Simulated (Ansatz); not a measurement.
Isolated molecules relaxed with PBE0-D4/def2-TZVP in Ansatz; ΔE leaves out vibrations. CCSD(T)/CBS is the MP2 limit (def2-TZVPP, def2-QZVPP) plus CCSD(T) − MP2 in def2-TZVPP, frozen cores. This one scheme is used for every species. Functionals use def2-TZVPP. Each species was taken in one conformer, which may not be the lowest.

Consider the formal hydrolysis of the Si–Cl bond: `O=C[SiH](O)Cl` + H₂O → `O=C[SiH](O)O` + HCl.

`O=C[SiH](O)Cl`:

Cartesian coordinates in Å:
```
O 0.034 -1.537 1.188
C 0.030 -0.329 1.209
Si -0.123 0.581 -0.476
O -0.382 -0.593 -1.567
Cl 1.662 1.555 -0.737
H 0.150 0.207 2.176
H -1.193 1.594 -0.552
H -0.179 -1.478 -1.240
```

H₂O:

Cartesian coordinates in Å:
```
O 0.229 -0.085 0.303
H 0.494 0.052 -0.609
H -0.723 0.034 0.307
```

`O=C[SiH](O)O`:

Cartesian coordinates in Å:
```
O -0.916 1.129 -1.502
C -0.128 0.222 -1.344
Si 0.519 -0.114 0.440
O 0.157 -1.632 0.929
O -0.237 1.046 1.303
H 0.176 -0.384 -2.228
H 1.991 -0.029 0.523
H -0.759 -1.839 1.126
H -0.803 1.600 0.752
```

HCl:

Cartesian coordinates in Å:
```
Cl -0.029 -0.609 -0.193
H 0.029 0.609 0.193
```

| level | ΔE (eV) |
| --- | --- |
| PBE-D4 | 0.04 |
| r2SCAN0-D4 | -0.02 |
| B2PLYP | -0.07 |
| PBE | 0.03 |
| BLYP | -0.06 |
| BHLYP | -0.10 |
| RPA@PBE/def2-TZVPP | -0.10 |
| HF/def2-SVP | -0.05 |

Problem. What does CCSD(T)/CBS give? (Estimate.)

Solution. The calculation gave: -0.02 eV. The listed levels differ from it by 0.06, 0.00, -0.05, 0.05, -0.04, -0.08, -0.08, -0.03 eV.

Largest T1 diagnostic among the species: 0.014.

In def2-TZVPP, CCSD(T) changes the Hartree–Fock value by +0.04 eV (the triples alone add +0.02 eV) and MP2 by +0.09 eV. At CCSD(T), def2-SVP lies −0.04 eV from the extrapolated value and def2-TZVPP −0.06 eV.
